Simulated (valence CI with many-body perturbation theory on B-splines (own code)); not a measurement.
# Ladder of approximations for Zn14+

Computed by relativistic CI+MBPT: six valence electrons over a frozen Dirac-Fock core [Ne], radial functions for each j: 9 s, 9 p, 8 d, 6 f, 3 g, 1 h, with the one-electron correlation potential Σ1, the two-electron term Σ2, the three-electron term Σ3, Breit, model QED; selected CI, second order for the rest, scaled by the run's own slope (own B-spline code, finite nucleus).

No measured levels were compared; by estimate levels of excited configurations hold to 0.05 to 0.15 % of their energy, terms of the ground configuration to about 0.5 %. Among the levels kept, up to 1400 cm⁻¹ of a level comes from second order outside the variational space, and about a tenth of that is noise between levels of different J, which matters for small intervals.

Each rung adds one term. CI alone is the Dirac-Coulomb CI over the frozen core; QED comes last and gives the full result, which names the levels. Energies are above 3s2.3p4 3P_2 on the same rung, in cm⁻¹.

Names give the largest LS component (configuration and term), which can be under half, so a name can repeat, a term be missing and a line seem to break the LS rules; names also repeat where a configuration has a term twice. Letters in brackets count levels of one name in rising energy.

```tsv
Level	CI alone	+ Σ1	+ Σ2	+ Σ3	+ Breit	Full
3s2.3p4 3P_0	26857	26929	26899	26836	26570	26609
3s2.3p4 3P_1	29266	29398	29496	29508	28880	28953
3s2.3p4 1D_2	59672	59814	59680	59524	58844	58906
3s2.3p4 1S_0	120852	121077	120767	120375	119422	119513
3s.3p5 3P°_2	380576	379929	379809	380450	380269	379475
3s.3p5 3P°_1	400111	399525	399430	400053	399541	398795
3s.3p5 3P°_0	414391	413874	413903	414527	413725	413019
3s.3p5 1P°_1	486719	486191	484946	485249	484406	483863
3s2.3p3.3d 5D°_0	511803	511130	510388	510014	509006	508991
3s2.3p3.3d 5D°_2	512578	511918	511177	510798	509597	509586
3s2.3p3.3d 5D°_1	512537	511876	511140	510772	509655	509644
3s2.3p3.3d 5D°_3	513107	512469	511716	511330	509954	509945
3s2.3p3.3d 5D°_4	516452	515879	515119	514737	513069	513073
3s2.3p3.3d 3D°_2 [a]	540248	539598	538539	537956	536881	536846
3s2.3p3.3d 3D°_3 [a]	550903	550348	549383	548853	547233	547243
3s2.3p3.3d 3D°_1 [a]	554097	553528	552582	552042	550501	550513
3s2.3p3.3d 3F°_2 [a]	558957	558345	557309	556755	555400	555403
3s2.3p3.3d 1S°_0	563334	562749	561531	561076	559689	559686
3s2.3p3.3d 3F°_3 [a]	564694	564108	563072	562496	560862	560873
```

Problem. How does the ionisation energy move along the ladder, and which term matters most?

Solution. CI alone 491.11, + Σ1 491.73, + Σ2 491.72, + Σ3 491.41, + Breit 491.21, + QED 491.23 eV. The largest step is Σ1, 0.62 eV. NIST lists 490.6 ± 0.6 eV (semi-empirical).
